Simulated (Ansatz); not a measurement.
```xyz
6

C    -0.0174    0.0168   -0.6425
O    -0.0400   -0.0384    0.7607
H    -0.0123   -1.0215   -1.0222
H    -0.8763    0.4428   -1.0348
H     0.9009    0.4674   -1.1247
H    -0.0135    0.8745    1.1048
```

Basis set: def2-TZVP (spherical functions). Frozen core: 2 orbitals. Charge 0, multiplicity 1.

Computed with Ansatz (development build ahead of 0.2.0); each method stands on the lowest determinant of its kind that the runs found. Restricted open shells among the atoms or ions are ROHF, correlated in semicanonical orbitals with singles. Restricted functionals stand beside restricted open-shell atoms, which can lie above the unrestricted atoms usual in DFT and then raise those values.

Give the atomization energy at this shape (free ground-state atoms in the same class of orbitals less the molecule, no zero-point energy) of singlet CH₄O by PBE0 (restricted), RHF-MP2, RHF.

| method | atomization energy |
| --- | --- |
| PBE0 (restricted) | 507.79 kcal/mol |
| RHF-MP2 | 494.23 kcal/mol |
| RHF | 370.49 kcal/mol |
